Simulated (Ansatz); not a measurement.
C$_{2}$H$_{4}$F$_{2}$Ge, SMILES `F[C@H]1[CH2][Ge@@H]1[F]` at its PBE0-D4/def2-TZVP geometry, where that method's forces vanish. Charge 0, multiplicity 1.

```tsv
atom	x (Å)	y (Å)	z (Å)
F1	0.640	1.961	0.513
C2	-0.187	0.885	0.371
C3	-0.129	0.144	-0.967
Ge4	0.336	-0.970	0.546
F5	-0.892	-2.023	1.176
H6	-1.192	1.116	0.720
H7	0.752	0.390	-1.557
H8	-1.035	0.083	-1.560
H9	1.708	-1.586	0.759
```

(1) For each bond, give half the difference of the two atoms' forces along it (eV/Å; positive pushes the atoms apart) under PBE-D4, r2SCAN-D4, B3LYP-D4, ωB97M-V in def2-TZVPP. (Estimate.)

Answers

(1) Ansatz gave: 
```
  bond  length (Å)  PBE-D4  r2SCAN-D4  B3LYP-D4  ωB97M-V
 F1–C2       1.365    0.45       0.31      0.35     0.32
 C2–C3       1.530    0.04       0.05      0.16     0.11
C2–Ge4       1.934    0.05       0.02      0.12    -0.10
 C2–H6       1.089    0.03      -0.10     -0.23    -0.18
C3–Ge4       1.935    0.16       0.13      0.26     0.02
 C3–H7       1.088    0.07      -0.05     -0.13    -0.08
 C3–H8       1.085    0.04      -0.05     -0.14    -0.11
Ge4–F5       1.736    0.49       0.04      0.25     0.14
Ge4–H9       1.519   -0.10      -0.11     -0.17    -0.13
```

B3LYP here is the variant with VWN-RPA as its local correlation; programs differ in this.
